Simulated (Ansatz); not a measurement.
System: CsI, charge 0, multiplicity 1. 
Geometry from a B3LYP-D3(BJ)/def2-TZVP (Ansatz, a program for electronic structure) optimisation:
SMILES: [I][Cs]
```xyz
2

Cs     0.0000     0.0000    -1.6572
I      0.0000     0.0000     1.7197
```

Basis-set convergence of Hartree-Fock and MP2 correlation energies (hartree) with Ansatz. Correlated levels leave the core frozen unless marked. Spin-orbit coupling is left out. The frozen core is the preceding noble-gas configuration, with the filled d and f shells of earlier blocks. The outer core of K, Ca and their heavier congeners is not correlated, a term that matters for these elements. Past Kr the def2 sets carry scalar-relativistic core potentials.

```csv
basis,functions,E(HF),"E(corr, MP2)"
def2-SVP,50,-316.60533,-0.10018
def2-TZVPP,86,-316.61528,-0.14340
def2-QZVPP,144,-316.61733,-0.16546
```

Extrapolating the two largest sets (X = 3 and 4) as X^-3: E(corr) = (64·(-0.16546) - 27·(-0.14340))/37 = -0.1816 Eh, an estimate of the basis-set limit. The largest set recovers 91.1 % of it, the smallest 55.2 %.
